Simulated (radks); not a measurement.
Sr3+, configuration [Ar] 3d10 4s2 4p4 5d1 (not the ground configuration).

Calculated with a radial shooting solver on a logarithmic mesh with Libxc functionals: scalar-relativistic Kohn-Sham, LDA (Slater exchange, Perdew-Wang correlation), spin-polarised, spherical densities, finite nucleus; open shells are filled with parallel spins first (spin-orbit coupling, left out, can overturn this in heavy ions); Fermi nuclear charge, rms radius 4.224 fm.

Energy parts (eV):
total: -86316.533
kinetic: 88490.483
electron-nucleus: -206625.854
Hartree: 34539.113
exchange-correlation: -2720.274

Orbitals (lengths in bohr, moments of r in powers of bohr; <r^-3> diverges for s and p1/2):
orbital  occ.  eigenvalue (eV)   <1/r>     <r^2>  <r^-3>
1s up       1        -15954.61   38.95  0.002072       -
1s down     1        -15954.34   38.95  0.002071       -
2s up       1        -2196.380   8.691   0.03516       -
2s down     1        -2196.170   8.691   0.03516       -
2p up       3        -1958.034   8.493   0.02769    1801
2p down     3        -1957.759   8.493   0.02769    1801
3s up       1        -373.4481   2.915    0.2788       -
3s down     1        -373.0821   2.916    0.2785       -
3p up       3        -296.4996   2.763    0.2905   279.6
3p down     3        -296.0920   2.764    0.2900   279.8
3d up       5        -168.9539   2.511    0.3015   35.39
3d down     5        -168.4893   2.515    0.2998   35.48
4s up       1         -78.4112   1.038     1.906       -
4s down     1         -76.1550   1.039     1.913       -
4p up       3         -58.9684  0.9213     2.371   37.81
4p down     1         -56.7616  0.9177     2.400   37.57
5d up       1         -14.1601  0.2952     22.75  0.7253
5d down     0         -13.0661  0.2887     24.20  0.7007

The highest occupied level is 5d up at -14.160 eV. The electron density at the nucleus is 6.17e+04 e/bohr^3 (large components only). Summed over all electrons, <r^2> = 41.63 bohr^2, which gives a Langevin (diamagnetic) susceptibility term of -33 x 10^-6 cm^3/mol. Spin moment in Bohr magnetons: 3.
